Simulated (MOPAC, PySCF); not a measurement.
C$_{9}$H$_{10}$O, SMILES `c1(ccc(cc1)OC)C=C` (C–C–C–C torsion -1°, C–C–O–C torsion -180°), neutral singlet in the gas phase. 

Cartesian coordinates (Å):
SMILES: C=Cc1ccc(OC)cc1
```xyz
20

C      3.8265     0.1183     0.8011
C      2.7708    -0.6524     0.4996
C      1.3694    -0.2363     0.3523
C      0.9347     1.0953     0.5307
C     -0.3978     1.4456     0.3812
C     -1.3582     0.4730     0.0441
O     -2.6347     0.9114    -0.0807
C     -3.6432    -0.0130    -0.4166
C     -0.9514    -0.8553    -0.1379
C      0.3967    -1.1903     0.0178
H      3.7383     1.1944     0.9744
H      4.8280    -0.3097     0.8851
H      2.9451    -1.7228     0.3381
H      1.6568     1.8713     0.7923
H     -0.7338     2.4749     0.5196
H     -3.7393    -0.8090     0.3437
H     -4.5839     0.5515    -0.4635
H     -3.4574    -0.4837    -1.3989
H     -1.6682    -1.6330    -0.3995
H      0.7016    -2.2302    -0.1274
```
Charge 0, multiplicity 1.

All levels are single points at this geometry (B3LYP-D3(BJ)/def2-SVP); Pople sets use spherical d functions. Orbital energies aren't observables, and empty levels follow the basis.

AM1 in MOPAC gives HOMO (eV) = -8.56.

### Question
Estimate the HOMO (eV) from each of these levels: B3LYP-D3(BJ)/def2-TZVP in PySCF; B3LYP/3-21G in PySCF; B3LYP/6-311+G** in PySCF; BP86/6-31G* in PySCF; M06-2X/6-31G* in PySCF; PBE/6-31G* in PySCF; SVWN5/6-31G* in PySCF; PM3 in MOPAC.

### Answer

| level | HOMO (eV) |
|---|---|
| B3LYP-D3(BJ)/def2-TZVP in PySCF | -5.82 |
| B3LYP/3-21G in PySCF | -5.52 |
| B3LYP/6-311+G** in PySCF | -5.85 |
| BP86/6-31G* in PySCF | -4.85 |
| M06-2X/6-31G* in PySCF | -6.82 |
| PBE/6-31G* in PySCF | -4.75 |
| SVWN5/6-31G* in PySCF | -4.91 |
| PM3 in MOPAC | -8.66 |
